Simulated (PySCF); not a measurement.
# MoO(OH)₂ + NH₃ → MoN(OH) + 2 H₂O

Level: PBE0 in the def2-TZVP basis family, computed in PySCF with density fitting; scalar-relativistic core potentials for atoms from Rb on, none lighter, no spin–orbit coupling; open shells unrestricted.

| species | state and structure | E (Eh) | ZPE (kJ/mol) | H(298 K) − H(0) (kJ/mol) | S° (J/(mol K)) |
| --- | --- | --- | --- | --- | --- |
| MoO(OH)₂ | triplet, C1, Mo–O 1.667 Å, Mo–O 1.897 Å, Mo–O 1.901 Å, O–H 0.959 Å (×2); H–O–Mo 125.6°, H–O–Mo 130.1°, O–Mo–O 113.2°, O–Mo–O 120.5°, O–Mo–O 126.0° | -295.02228 | 73.7 | 19.3 | 345.9 |
| NH₃ | singlet, C3v, N–H 1.013 Å (×3); H–N–H 107.1° (×3) | -56.51312 | 90.6 | 10.0 | 192.4 |
| MoN(OH) | triplet, Cs, Mo–N 1.622 Å, Mo–O 1.914 Å, O–H 0.959 Å; H–O–Mo 121.8°, N–Mo–O 112.9° | -198.66193 | 41.7 | 12.9 | 292.6 |
| H₂O | singlet, C2v, O–H 0.960 Å (×2); H–O–H 105.1° | -76.37736 | 56.5 | 9.9 | 188.7 |

Q: What is the electronic reaction energy?

A: At PBE0/def2-TZVP, ΔE = 311.8 kJ/mol from the differences of the total energies times 2625.5, uphill. 

Q: Add zero-point, thermal and entropy terms for 298.15 K and 1 bar.

A: ΔZPE = -9.6 and Δ[H(298) − H(0)] = 3.4 kJ/mol give ΔH° = 305.6 kJ/mol. ΔS° = 131.7 J/(mol K), so ΔG° = 305.6 − 298.15 × (0.1317) = 266 kJ/mol. ΔG° would change sign near 2320 K if ΔH° and ΔS° stayed fixed.

Open d or f shells are single determinants, so the state found may not be the ground state. Each species is the lowest minimum found with this bonding; other isomers or fragments can lie lower.
